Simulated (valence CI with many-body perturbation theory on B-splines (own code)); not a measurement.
# Os LXXI in brief

Computed by relativistic CI+MBPT: four valence electrons over a frozen Dirac-Fock core [He], radial functions for each j: 9 s, 9 p, 8 d, 6 f, 3 g, 1 h, with the one-electron correlation potential Σ1, the two-electron term Σ2, the three-electron term Σ3, Breit, model QED; selected CI, second order for the rest, scaled by the run's own slope (own B-spline code, finite nucleus).

The last digits are not significant, and no measured levels were compared; by estimate large intervals hold to a few tenths of a per cent, small ones and those within an open d or f shell to about a per cent.

Levels are named by their leading jj configuration (3d3/2^4 stands for four electrons in 3d with j = 3/2), which in mixed levels can hold well under half, so a name can repeat and another be missing.

Rates and lifetimes use the calculated energies. Strong lines usually hold to 10 to 20 %, long lifetimes can be off by a factor of two.

Task: What is the ground level?

Result: (2s^2 2p1/2^2) J=0, composition 68 % 2s²2p² ³P + 32 % 2s²2p² ¹S.

Task: How well does LS coupling describe the low levels?

Result: Among the lowest 20 levels the leading LS term, summed over configurations, holds 67 % on average. For single configurations the figures are 67 % in LS and 100 % in jj coupling. Terms mix most in the J = 1 level at 147.38 Ry, where the leading one holds 31 %.

Task: What is the ionisation energy?

Result: 19604 eV; NIST lists 19600 ± 60 eV (theoretical).

Task: Name the longest-lived excited levels whose lifetime is computed, and their main decay.

Result: (2s^2 2p1/2 2p3/2) J=2 at 118.80 Ry lives 6.79 ns, mostly by E2 to (2s^2 2p1/2^2) J=0; (2s^2 2p1/2 2p3/2) J=1 at 117.46 Ry lives 40.2 ps, mostly by M1 to (2s^2 2p1/2^2) J=0; (2s 2p1/2^2 2p3/2) J=2 at 140.67 Ry lives 28.0 ps, mostly by E1 to (2s^2 2p1/2 2p3/2) J=1.

Task: Among levels below 897.53 Ry, which E1 lines absorb most strongly from the ground level?

Result: to (2s^2 2p1/2 3d3/2) J=1 at 0.1054 nm, f = 1.08; to (2s 2p1/2^2 3p1/2) J=1 at 0.1080 nm, f = 0.317; to (2s 2p1/2^2 3p3/2) J=1 at 0.1036 nm, f = 0.282.
